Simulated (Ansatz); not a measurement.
Consider the hydrogenolysis of the Si–Cl bond: `F[Si](F)(Cl)[SiH](Cl)Cl` + H₂ → `F[Si](F)(Cl)[SiH2]Cl` + HCl.

Gas-phase electronic energies from Ansatz, PBE0-D4/def2-TZVP geometries. CCSD(T)/CBS adds triple-zeta CCSD(T) − MP2 to the extrapolated MP2 energy (def2 sets, frozen cores). This one scheme is used for every species. DFT in def2-TZVPP. One conformer a species, not always the lowest.

`F[Si](F)(Cl)[SiH](Cl)Cl`:

Cartesian coordinates in Å:
```
F -0.157 1.613 1.656
Si 0.060 0.125 1.165
F -0.973 -0.775 1.955
Cl 1.936 -0.455 1.653
Si -0.294 -0.042 -1.139
Cl 1.079 1.157 -2.057
Cl -0.005 -1.993 -1.662
H -1.646 0.369 -1.572
```

H₂:

Cartesian coordinates in Å:
```
H 0.006 0.209 0.309
H -0.006 -0.209 -0.309
```

`F[Si](F)(Cl)[SiH2]Cl`:

```xyz
8

F     1.934   -0.509    1.044
Si    1.018   -0.460   -0.245
F     0.977   -1.931   -0.834
Cl    1.908    0.747   -1.610
Si   -1.138    0.272    0.279
Cl   -0.978    2.197    0.969
H    -1.739   -0.576    1.335
H    -1.982    0.259   -0.938
```

HCl:

Z-matrix (Å, degrees):
```
Cl
H 1 1.279
```

```tsv
level	ΔE (kJ/mol)
r2SCANh	77.8
SCS-MP2/def2-TZVPP	73.5
```

(1) What does CCSD(T)/CBS give? (Best estimate.)

Largest T1 diagnostic among the species: 0.011.

Answers

(1) Ansatz gave: +75.3 kJ/mol. The listed levels differ from it by 2.5, -1.8 kJ/mol.

From r2SCAN to r2SCAN0 (25 % exact exchange), in def2-TZVPP and without D4, ΔE moves by −3.4 kJ/mol. The D4 term adds +11.8 kJ/mol with B3LYP and +6.4 kJ/mol with PBE0; it sums over pairs of atoms, weighted by their polarisabilities, and B3LYP, whose exchange is more repulsive, gets the larger term. Leaving LDA and LC-ωPBE aside and taking each functional with its dispersion term where it has one, the values, not all of them listed here, spread over 11.9 kJ/mol, from B2PLYP to revPBE-D4.

B3LYP here is the variant with VWN-RPA as its local correlation; programs differ in this.
